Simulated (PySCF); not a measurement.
# Exercise with solution: dipole moment from atomic charges

BrF2HOSn, SMILES [F][Sn]([OH])([Br])[F]. Atoms are numbered in the order given.

```xyz
6

O     -1.8332    -1.3061     0.0000
Sn    -0.0052    -0.5891     0.0000
F      0.9654    -1.2835     1.5152
F      0.9654    -1.2835    -1.5152
Br    -0.0178     1.8652     0.0000
H     -1.8272    -2.2767     0.0000
```
Charge 0, spin multiplicity 1.

Coordinates come from a B3LYP-D3(BJ)/def2-SVP optimisation. The def2 effective core potentials stand for the cores of Sn; spin–orbit coupling is left out. Other conformers were not sampled.

Charges (e) from PySCF with PBE/def2-TZVP:

```csv
atom,Mulliken,ESP fit
O1,-0.578,-0.591
Sn2,1.299,0.740
F3,-0.408,-0.279
F4,-0.408,-0.279
Br5,-0.231,-0.030
H6,0.325,0.437
```

The dipole moment of the full density is 1.28 D.

What dipole moment does each set of point charges give, and which comes closer to that of the density?


μ = Σ q r, and 1 e Å = 4.8032 D.
Mulliken: Σ q r = (-0.325, -0.134, 0.000) e Å, |μ| = 1.69 D.
ESP fit: Σ q r = (-0.257, 0.001, 0.000) e Å, |μ| = 1.23 D.
ESP fit comes closer in size. Point charges leave out the atoms' own dipoles (lone pairs, polarised bonds); fits to the potential absorb them, partitions of the density don't.
